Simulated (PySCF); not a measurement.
Predicted microwave data (PBE0/pcSseg-1 in PySCF (dipole) on a GFN2-xTB geometry, gas phase) for one isomer of C4H13PSSi:

| Quantity | Value |
| --- | --- |
| Rotational constants | A = 2200, B = 869.6, C = 739.0 MHz |
| Dipole components | \|μa\| = 0.25 D, \|μb\| = 4.20 D, \|μc\| = 0.69 D |
| Inertial defect | -126.98 u·Å² |
| κ | -0.82 |

Problem. Which candidate fits, each taken in the one conformer that was computed?
A. `[CH3:1][CH:2]([CH3:3])[P@H:4](=[S:5])[CH2:6][SiH3:7]` with C1–C2–P4–S5 62°, C2–P4–C6–Si7 -163°
B. `[CH3:1][CH2:2][CH2:3][P@H:4](=[S:5])[CH2:6][SiH3:7]` with C1–C2–C3–P4 -62°, C2–C3–P4–S5 -44°, C3–P4–C6–Si7 -169°

Solution. A. It is CC(C)[P@H](=S)C[SiH3], an asymmetric top, point group C1. The candidates at the same level (rigid rotor, commonest isotopes):

```
               SMILES  A (MHz)  B (MHz)  C (MHz)  μa (D)  μb (D)  μc (D)  Δ (u·Å²)  point group           rotor
  CCC[P@H](=S)C[SiH3]     2523    774.3    671.1    0.12    4.18    0.18   -100.03           C1  asymmetric top
CC(C)[P@H](=S)C[SiH3]     2200    869.6    739.0    0.25    4.20    0.69   -126.98           C1  asymmetric top
```

`CCC[P@H](=S)C[SiH3]` has A 15 % too high. No structure here is proved a minimum.
